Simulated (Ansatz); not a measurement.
`Cl[SiH2]N[SiH2]Cl`. Charge 0, multiplicity 1.

```tsv
atom	x (Å)	y (Å)	z (Å)
Cl1	0.612	2.859	0.840
Si2	-0.157	1.462	-0.463
N3	-0.557	-0.008	0.324
Si4	0.356	-1.459	0.347
Cl5	-0.362	-2.852	-0.988
H6	-1.367	2.076	-1.050
H7	0.888	1.170	-1.465
H8	-1.431	-0.021	0.833
H9	0.278	-2.094	1.680
H10	1.739	-1.132	-0.057
```

(1) List the harmonic frequencies (cm⁻¹, unscaled) at PBE0-D4/def2-TZVP in Ansatz. (Estimate.)

(2) Is this a minimum?

(3) Give the ideal-gas thermochemistry at 298.15 K and 1 bar (rigid rotor, harmonic oscillator; point group C2, symmetry number 2).

(4) And at 400, 500, 600, 800 and 1000 K?

(5) Rotational constants (cm⁻¹)?

## Answers

(1) Ansatz gave: 31, 32, 151, 203, 256, 414, 522, 539, 567, 609, 710, 760, 847, 875, 904, 935, 950, 971, 1210, 2258, 2261, 2270, 2278, 3601.

(2) Yes, all 24 modes are real.

(3) Zero-point energy 144.5 kJ/mol; H(298) − E = 167.5 kJ/mol; entropy 380.3 J/(mol·K), of which translation 171.0, rotation 115.9, vibration 93.3; G(298) − E = 54.1 kJ/mol. Modes under 100 cm⁻¹ are hindered rotations or soft bends, so the harmonic entropy is rough.

(4) 
| T (K) | H − E (kJ/mol) | S (J/mol/K) | G − E (kJ/mol) |
| --- | --- | --- | --- |
| 400 | 180.6 | 417.9 | 13.4 |
| 500 | 195.2 | 450.6 | -30.0 |
| 600 | 211.3 | 479.8 | -76.6 |
| 800 | 246.4 | 530.2 | -177.7 |
| 1000 | 284.3 | 572.4 | -288.1 |

(5) 0.2367, 0.02203, 0.02094.
